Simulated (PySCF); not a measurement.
Computed properties of C2H8FNSi, SMILES CN(C)[SiH2]F

Si(H)2(F)(NMe2) (C2H8FNSi), SMILES CN(C)[SiH2]F. Geometry: B3LYP-D3(BJ)/def2-SVP. This is a generated structure with no PubChem entry under its InChIKey; it may be hypothetical. Other conformers were not sampled. All values are computed for the isolated molecule unless a solvent is named; none is compared with measurement here.

**Structure.** The optimised structure has Cs symmetry. All 33 harmonic modes at B3LYP-D3(BJ)/def2-SVP (PySCF) are real, so it is a minimum. With heavy atoms numbered as in [SiH2:1]([F:2])[N:3]([CH3:4])[CH3:5], the shortest bond between them is N3–C4 at 1.451 Å and the longest Si1–N3 at 1.716 Å.

**Vibrations.** The strongest infrared lines (harmonic, unscaled, degenerate partners summed) lie at 973 cm⁻¹ (263 km/mol, H 77 %, Si 19 %), 2268 cm⁻¹ (157 km/mol, H 95 %), 936 cm⁻¹ (144 km/mol, H 92 %). The softest mode is at 78 cm⁻¹ and the zero-point energy is 64.5 kcal/mol.

**Electronic structure.** M06-2X/def2-TZVP (PySCF) places the frontier levels at -8.19 and 1.42 eV, a gap of 9.61 eV, and gives a dipole moment of 2.10 D and a mean polarisability of 56.7 bohr³. PBE/def2-TZVP (PySCF) at the same geometry gives -5.56 and -0.10 eV, so its gap is 4.15 eV narrower. An orbital gap is neither the optical nor the fundamental gap.

**Excitations.** TDA-B3LYP/def2-SVPD (PySCF) has S1 at 5.91 eV (210 nm, f = 0.010, weak); the most intense of the 10 singlets computed lies at 6.59 eV (f = 0.11). T1 (TDA) is at 5.70 eV, 0.21 eV under S1. TDA-PBE/def2-SVPD (PySCF) puts S1 at 5.38 eV. No vertical singlet excitation falls in the visible range (under 3.1 eV).

**NMR.** GIAO shifts at B3LYP/pcSseg-1 (PySCF) (non-relativistic, atoms alike by connectivity averaged): ¹³C at 43.1 ppm against TMS; ¹H from 3.0 to 4.8 ppm against TMS; ²⁹Si at -18.8 ppm against TMS; ¹⁹F at -168.3 ppm against CFCl3.

**Solvation.** SMD-PBE0/6-31G* (PySCF) gives 0.9 kcal/mol in water, -3.1 kcal/mol in chlorobenzene, -1.9 kcal/mol in dimethylsulfoxide (1 M in both phases, gas-phase geometry); of these solvents chlorobenzene holds the molecule best.
